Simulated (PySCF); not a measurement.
Bonds (- single, = double, # triple, : aromatic): C1-C2, C2-B3, B3-C4, C4-C5, B3-C6, C6-C7, B3-C8, C8-C9. C1 carries H10, H11, H12; C2 carries H13, H14; C4 carries H15, H16; C5 carries H17, H18, H19; C6 carries H20, H21; C7 carries H22, H23, H24; C8 carries H25, H26; C9 carries H27, H28, H29. Formal charges: B3 -1.

Total charge -1.

Geometry: PBE0-D3(BJ)/def2-SVP; GIAO shifts from PySCF 2.14, gas phase, non-relativistic, averaged over equivalent atoms.

At PBE0/pcSseg-1 (253 basis functions, 54 s wall time on 1 thread of an Arm Neoverse V2, shared host):
```json
{"atoms": "C2/C4/C6/C8", "δ (ppm)": "16.9"}
{"atoms": "C1/C5/C7/C9", "δ (ppm)": "13.0"}
{"atoms": "B3", "δ (ppm)": "-24.1"}
{"atoms": "H10/H11/H12/H17/H18/H19/H22/H23/H24/H27/H28/H29", "δ (ppm)": "0.65"}
{"atoms": "H13/H14/H15/H16/H20/H21/H25/H26", "δ (ppm)": "-0.22"}
```

Scale: ¹³C (σref 184.41) and ¹H (σref 31.27) against TMS; BF3·OEt2 for ¹¹B (σref 100.73) (reference shieldings calculated alike).

Q: What do these become at HF/pcSseg-1?

A: 
| atoms | δ at HF/pcSseg-1 | change |
| --- | --- | --- |
| C2/C4/C6/C8 | 15.2 | -1.7 |
| C1/C5/C7/C9 | 12.9 | -0.1 |
| B3 | -17.7 | +6.4 |
| H10/H11/H12/H17/H18/H19/H22/H23/H24/H27/H28/H29 | 0.56 | -0.09 |
| H13/H14/H15/H16/H20/H21/H25/H26 | -0.47 | -0.25 |

δ = σ(ref) − σ, references computed at the same level: ¹³C (σref 190.85), ¹H (σref 31.69) against TMS; ¹¹B (σref 115.29) against BF3·OEt2.

The largest change is at B3 (boron bonded to 4 C). Cost: 253 basis functions, 27 s wall time on 1 thread of an Arm Neoverse V2, shared host.

A carbon bonded to boron is broadened by the quadrupolar boron nucleus and is often missing from a measured spectrum.
